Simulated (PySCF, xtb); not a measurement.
C4H9NSi, SMILES C(C#C)C[SiH2]N. One conformer was computed; it need not be the lowest.

Harmonic wavenumbers (cm⁻¹) from GFN2-xTB in xtb at its own minimum, in rising order: 62, 70, 98, 159, 187, 252, 300, 427, 461, 508, 611, 639, 651, 730, 732, 751, 763, 821, 902, 914, 987, 1068, 1123, 1220, 1256, 1328, 1457, 1488, 1530, 2240, 2243, 2292, 2938, 2957, 2957, 2972, 3395, 3475, 3508.

Question: What does B3LYP-D3(BJ)/def2-SVP in PySCF give at its own minimum? (Estimate from the structure and the level; the computed values follow.)

Answer: 71, 76, 96, 169, 205, 276, 352, 354, 482, 489, 645, 689, 693, 731, 774, 845, 892, 905, 932, 937, 963, 1028, 1148, 1190, 1295, 1342, 1432, 1450, 1545, 2206, 2207, 2227, 3015, 3032, 3051, 3082, 3473, 3570, 3661. Paired by order, the mean absolute difference is 47 cm⁻¹ and the zero-point energies are 72.2 and 73.7 kcal/mol.
